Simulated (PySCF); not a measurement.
C3H5ClOSi, SMILES [Si@H](CC#C)(O)Cl.

Geometry: PBE0-D3(BJ)/def2-SVP. The structure was generated by enumeration; whether it is a known compound was not checked. Other conformers were not sampled.

Two levels are set side by side: TDA-PBE/def2-SVPD (PySCF) and TDA-ωB97X/def2-SVPD (PySCF). Vertical, same geometry. The lowest singlet is HOMO→LUMO 96 % with PBE and HOMO→LUMO+3 47 %, HOMO→LUMO+5 11 %, HOMO→LUMO+4 10 %, HOMO−1→LUMO+4 9 % with the other functional; states are paired by order. Differences are taken from unrounded values.

```csv
quantity,TDA-ωB97X
lowest singlet excitation (eV),6.50
lowest triplet excitation (TDA) (eV),5.41
```

Task: What does TDA-PBE give, and how far is it from TDA-ωB97X? (Estimate from the structure and the level; the computed values follow.)

Result: 
```csv
quantity,TDA-PBE,TDA-PBE minus TDA-ωB97X
lowest singlet excitation (eV),5.68,-0.82
lowest triplet excitation (TDA) (eV),5.20,-0.20
```

Functionals without exact exchange tend to place singlet excitations lower, as here. Differences between two approximate levels are no errors against the true value.

Rough cost on one machine, each run with all the roots and properties that it gave: TDA-ωB97X against TDA-PBE about 5 times.
